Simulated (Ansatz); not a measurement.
The cluster Cu2Se. Charge 0, multiplicity 3. Geometry PBE0-D4/def2-TZVP; atoms count from 1.

Cartesian coordinates in Å:
```
Cu 0.392 0.643 -1.153
Cu 0.333 0.486 1.246
Se -0.726 -1.129 -0.092
```

At PBE0-D4/def2-TZVP a singlet of charge 0 lies 1.37 eV below the triplet, each at its own geometry. The structure comes from a short search, and lower isomers may exist.

Q: Estimate the Mulliken populations from the PBE0/def2-TZVP orbitals of Ansatz.

A: 
```tsv
atom	charge (e)	spin (α − β)	d electrons
Cu1	0.10	0.43	9.85
Cu2	0.10	0.43	9.85
Se3	-0.20	1.13	–
```
Mulliken values depend strongly on the basis.

Q: Where does the spin sit?

A: Summed by element: Cu 0.87, Se 1.13, of 2 unpaired in all. Largest on single atoms: Se3 1.13, Cu1 0.43, Cu2 0.43.

Q: And the Mayer bond orders between heavy atoms (over 0.3)?

A: Cu1–Cu2 0.64 (2.41 Å); Cu1–Se3 0.80 (2.35 Å); Cu2–Se3 0.80 (2.35 Å).
